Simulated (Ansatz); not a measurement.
Rb3Cl3⁻, relaxed as a doublet with UKS PBE0-D4/def2-SVPD in Ansatz, starting from the GFN2-xTB geometry. Force threshold 0.02 eV/Å.

In the def2 sets Rb takes a core potential; there is no spin–orbit coupling. The highest occupied level of the charge -1 doublet lies above zero (up to 0.15 eV). It is a level of α spin, whose loss leaves a singlet; that state wasn't run at this geometry and level. The electron is either unbound and held by the finite basis, or the level is raised by self-interaction error. The relaxation made no stability test and no search for a lower SCF solution. The structure comes from a short search, and lower isomers may exist.

Start:

```
atom   x (Å)   y (Å)   z (Å)
 Rb1   0.110   1.658  -0.621
 Rb2   0.771  -2.349  -1.082
 Rb3  -1.217  -0.959   2.201
 Cl4   0.366  -0.091  -3.073
 Cl5   2.051  -0.130   1.166
 Cl6  -2.082   1.871   1.409
```

```json
{"step": "1", "energy (eV)": "-39521.4269", "largest force component (eV/Å)": "0.443", "SCF passes": "15"}
{"step": "2", "energy (eV)": "-39521.5721", "largest force component (eV/Å)": "0.350", "SCF passes": "24"}
{"step": "3", "energy (eV)": "-39521.6577", "largest force component (eV/Å)": "0.094", "SCF passes": "24"}
{"step": "4", "energy (eV)": "-39521.6674", "largest force component (eV/Å)": "0.067", "SCF passes": "25"}
{"step": "5", "energy (eV)": "-39521.6736", "largest force component (eV/Å)": "0.015", "SCF passes": "25"}
{"step": "6", "energy (eV)": "-39521.6741", "largest force component (eV/Å)": "0.005", "SCF passes": "27"}
```

Force components are those of the run's own axes.

End:

```xyz
6

Rb    0.067    1.728   -0.698
Rb    1.105   -2.414   -1.299
Rb   -1.119   -0.753    2.629
Cl    0.491   -0.067   -3.228
Cl    1.610   -0.438    1.094
Cl   -2.154    1.944    1.502
```

By distances, no bond broke or formed. The bond that changes most is Rb3–Cl5, from 3.53 to 3.15 Å (atoms count from 1). The end is the same structure that another start reached, the lowest one found.

The force fell under the threshold at step 5, but the optimiser went on. No frequencies were taken in this run, so the end may be a saddle point.

Run time 41 s (4 threads of Arm Neoverse V1 on a shared host), peak host memory 0.66 GiB.
